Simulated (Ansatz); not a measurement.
Z-matrix (Å, degrees):
```
V
N 1 1.603
O 1 1.771 2 107.9
C 1 2.006 2 102.8 3 112.3
F 1 1.741 2 114.6 3 -132.1
H 1 2.358 2 129.3 3 -3.4
H 2 1.011 1 170.7 3 113.6
H 4 1.095 1 107.1 2 -177.7
H 4 1.090 1 110.9 2 -56.9
H 4 1.092 1 108.1 2 63.6
```

Charge 0, multiplicity 1.

List the PBE0/def2-TZVPP orbital energies in eV (Ansatz 0.2.0). (An estimate is asked.)

Ansatz gave: Occupied: -5366.49, -673.48, -611.03, -523.12, -514.99, -514.89, -514.82, -391.57, -277.94, -74.75, -48.20, -48.07, -47.69, -31.84, -27.61, -22.06, -19.16, -14.07, -13.03, -12.69, -12.02, -11.84, -11.64, -11.35, -10.76, -9.87, -8.78, -8.47, -8.33. Lowest empty: -2.33, -1.95, -1.03, -0.60, -0.51, 0.09, 1.54, 2.02.
